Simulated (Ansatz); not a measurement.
`OCC[SiH2]S` + silanol → `OCCO[SiH3]` + `[SiH3]S`  (substitution at a C–Si bond)

Computed with Ansatz on PBE0-D4/def2-TZVP structures; ΔE is electronic, products minus reactants. CCSD(T)/CBS is the MP2 limit (def2-TZVPP, def2-QZVPP) plus CCSD(T) − MP2 in def2-TZVPP, frozen cores. Functionals use def2-TZVPP. B3LYP here is the variant with VWN-RPA as its local correlation; programs differ in this. One conformer a species, not always the lowest.

```tsv
level	ΔE (kcal/mol)	difference from CCSD(T)/CBS
PBE-D4	18.5	-0.8
B3LYP-D4	17.4	-1.9
ωB97M-V	18.8	-0.5
B3LYP	16.0	-3.3
HF/def2-TZVPP	13.8	-5.5
SCS-MP2/def2-TZVPP	18.4	-0.9
CCSD/def2-TZVPP	17.8	-1.5
HF/def2-QZVPP	13.7	-5.6
HF/CBS(def2)	13.6	-5.7
MP2/CBS(def2)	21.5	2.2
CCSD(T)/CBS	19.3	0
```

Largest T1 diagnostic among the species: 0.011.

The D4 term adds +1.4 kcal/mol with B3LYP and +0.8 kcal/mol with PBE0; it sums over pairs of atoms, weighted by their polarisabilities, and B3LYP, whose exchange is more repulsive, gets the larger term. In def2-TZVPP, CCSD(T) changes the Hartree–Fock value by +4.5 kcal/mol (the triples alone add +0.5 kcal/mol) and MP2 by +6.7 kcal/mol.
